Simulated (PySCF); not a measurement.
CH8FNOSi2, SMILES C[Si@@H](O)[Si@H](N)F.

Coordinates come from a PBE0-D3(BJ)/def2-SVP optimisation. The structure was generated by enumeration; whether it is a known compound was not checked. The values are those of a single conformer.

All values below come from TDA-B3LYP/def2-SVPD in PySCF 2.14.0.

Vertical excitations. 

Computed UV-visible absorptions:
```
state  energy (eV)  λ (nm)      f                                                main pairs
-----  -----------  ------  -----  --------------------------------------------------------
S1            5.90     210  0.018                                            HOMO→LUMO 95 %
S2            6.36     195  0.008                        HOMO−1→LUMO 71 %, HOMO→LUMO+1 17 %
S3            6.57     189  0.049                        HOMO→LUMO+1 79 %, HOMO−1→LUMO 16 %
S4            6.78     183  0.047                      HOMO−1→LUMO+1 50 %, HOMO−2→LUMO 40 %
S5            6.85     181  0.018                      HOMO−2→LUMO 55 %, HOMO−1→LUMO+1 35 %
S6            6.99     177  0.028                                          HOMO→LUMO+2 97 %
S7            7.52     165  0.039                      HOMO−1→LUMO+2 48 %, HOMO→LUMO+3 38 %
S8            7.56     164  0.002  HOMO−2→LUMO+1 45 %, HOMO−1→LUMO+2 32 %, HOMO→LUMO+3 17 %
S9            7.62     163  0.127  HOMO→LUMO+3 40 %, HOMO−2→LUMO+1 39 %, HOMO−1→LUMO+2 11 %
S10           7.86     158  0.012                                        HOMO−1→LUMO+3 90 %
T1            5.24     236      0                                            HOMO→LUMO 93 %
T2            5.94     209      0                        HOMO→LUMO+1 77 %, HOMO−1→LUMO 12 %
T3            6.02     206      0                                          HOMO−1→LUMO 76 %
T4            6.36     195      0                                        HOMO−1→LUMO+1 86 %
```
Triplets are in the Tamm–Dancoff approximation.
